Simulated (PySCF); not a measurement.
Compound: PP3SSS nortricyclane, P₄S₃.
Bonds: P1–S2, P1–S5, P1–S7, S2–P3, P3–P4, P3–P6, P4–S5, P4–P6, P6–S7.

Theory: PBE0-D3(BJ)/def2-SVP geometry optimisation, gas phase in PySCF.

List the bond lengths, angles and torsions at this level.

```tsv
bond	length (bohr)
P1–S2, P1–S5, P1–S7	4.008
S2–P3, P4–S5, P6–S7	3.987
P3–P4, P3–P6, P4–P6	4.260
```

Bonds in one row agree within 0.02 bohr and their mean is given. A selection of angles:
```tsv
angle	degrees
S2–P1–S5	99.3
P1–S2–P3	102.7
S2–P3–P4	103.4
P4–P3–P6	60.0
```

Dihedral angles: S5–P1–S2–P3 -51° (synclinal); S2–P1–S5–P4 51° (synclinal); S2–P1–S7–P6 -51° (synclinal); P1–S2–P3–P4 31° (synclinal); S2–P3–P4–S5 0° (synperiplanar); S2–P3–P6–P4 98° (anticlinal); P3–P4–S5–P1 -31° (synclinal); P3–P6–S7–P1 31° (synclinal).

All 3 P–P bonds measure 2.253 to 2.256 Å. S2 (sulfur bonded to 2 P) is bent (angle 102.7°). P3 (phosphorus bonded to 2 P and S) is pyramidal (angles 103.4°, 103.4° and 60.0°, sum 266.8°, 1.23 Å off the plane of its three neighbours). P1 (phosphorus bonded to 3 S) is pyramidal (angles 99.4°, 99.3° and 99.3°, sum 298.1°, 1.01 Å off the plane of its three neighbours).

Point group: C3v (every atom within 0.08 Å of its image). Not checked by PBE0-D3(BJ)/def2-SVP frequencies. The numbers are those of one conformer.

The run took 67 s of wall time on Intel Xeon 6975P-C, one thread, no GPU, on a shared host, and the process peaked at 0.52 GiB of memory. That covers the optimisation of the geometry.
